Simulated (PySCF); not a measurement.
The dipole of `CC(C)(C)[SiH2]O` from its density and from atomic charges.

Coordinates (PBE0-D3(BJ)/def2-SVP, Å) and charges (e) from the PBE0/pcSseg-1 density (PySCF):

```csv
atom,x,y,z,Mulliken,IAO,Hirshfeld,ESP-fitted
C1,-0.886,0.761,1.008,-0.1928,-0.4059,-0.1162,-0.4254
C2,-0.273,-0.189,-0.024,-0.7482,-0.2319,-0.0645,+0.3943
C3,-1.059,-1.501,-0.073,-0.1957,-0.4054,-0.1152,-0.5426
C4,-0.261,0.473,-1.404,-0.2053,-0.4051,-0.1171,-0.5082
Si5,1.512,-0.573,0.484,+0.8450,+0.9742,+0.3862,+0.5903
O6,2.456,0.807,0.521,-0.5744,-0.7800,-0.3096,-0.6798
H7,-0.303,1.692,1.097,+0.1239,+0.1382,+0.0384,+0.1045
H8,-0.932,0.300,2.008,+0.1185,+0.1336,+0.0387,+0.1027
H9,-1.917,1.035,0.721,+0.1103,+0.1284,+0.0358,+0.1020
H10,-0.641,-2.204,-0.812,+0.1178,+0.1330,+0.0376,+0.1226
H11,-2.110,-1.313,-0.357,+0.1140,+0.1316,+0.0378,+0.1441
H12,-1.071,-2.009,0.905,+0.1197,+0.1334,+0.0390,+0.1127
H13,-1.289,0.715,-1.730,+0.1152,+0.1324,+0.0379,+0.1318
H14,0.181,-0.183,-2.172,+0.1185,+0.1304,+0.0363,+0.1147
H15,0.307,1.418,-1.395,+0.1075,+0.1272,+0.0353,+0.1072
H16,1.543,-1.126,1.869,-0.1047,-0.1347,-0.0796,-0.1181
H17,2.085,-1.575,-0.477,-0.1180,-0.1576,-0.0908,-0.1675
H18,2.748,1.147,-0.328,+0.2488,+0.3585,+0.1701,+0.4148
```

**Question.** Form Σ q r in debye for every column and set it beside the full dipole.

**Answer.** The full density gives (-0.61, 0.09, -1.49) D, 1.62 D in size; dipole vectors point from the negative to the positive end.

```json
{"scheme": "Mulliken", "μx": "-0.57", "μy": "-1.18", "μz": "-0.80", "size (D)": "1.53", "share of the full size (%)": "95", "angle to the full dipole (°)": "54"}
{"scheme": "IAO", "μx": "-0.30", "μy": "-1.45", "μz": "-1.18", "size (D)": "1.89", "share of the full size (%)": "117", "angle to the full dipole (°)": "53"}
{"scheme": "Hirshfeld", "μx": "-0.20", "μy": "-0.14", "μz": "-0.65", "size (D)": "0.69", "share of the full size (%)": "43", "angle to the full dipole (°)": "16"}
{"scheme": "ESP-fitted", "μx": "-0.64", "μy": "0.06", "μz": "-1.50", "size (D)": "1.63", "share of the full size (%)": "101", "angle to the full dipole (°)": "1"}
```

**Question.** Which set comes closest?

**Answer.** Length of the difference vector: ESP-fitted 0.04 D, Hirshfeld 0.97 D, Mulliken 1.44 D, IAO 1.60 D. Closest: ESP-fitted. The schemes that divide the density aren't constrained to reproduce the dipole.

**Question.** What is left for the Hirshfeld atoms' own dipoles?

**Answer.** The Hirshfeld atoms' densities add up to the full density, so μ = Σ q r + Σ (atomic dipoles). The atomic dipoles sum to (-0.61, 0.09, -1.49) − (-0.20, -0.14, -0.65) = (-0.41, 0.22, -0.84) D, 0.97 D in size.

**Question.** With the origin at the mean of the coordinates, (0.005, -0.129, -0.009) Å, which are the largest single terms, by size, of the IAO dipole along the direction of the full one?

**Answer.** O6 +5.12, Si5 -4.91, C4 -2.77, H16 +1.53, H13 +1.35 D; all 18 atoms together +1.13 D. The single terms depend on the origin, their sum doesn't.

**Question.** Give the size of the full dipole in other units.

**Answer.** 1.62 D = 0.636 au = 0.336 e·Å = 5.39 × 10⁻³⁰ C·m.

The structure is a single PBE0-D3(BJ)/def2-SVP conformer in the gas phase; no vibrational or solvent corrections.

The values belong to the conformer `[CH3:1][C:2]([CH3:3])([CH3:4])[SiH2:5][OH:6]`: C1–C2–Si5–O6 -61°, H–O6–Si5–C2 -77°.
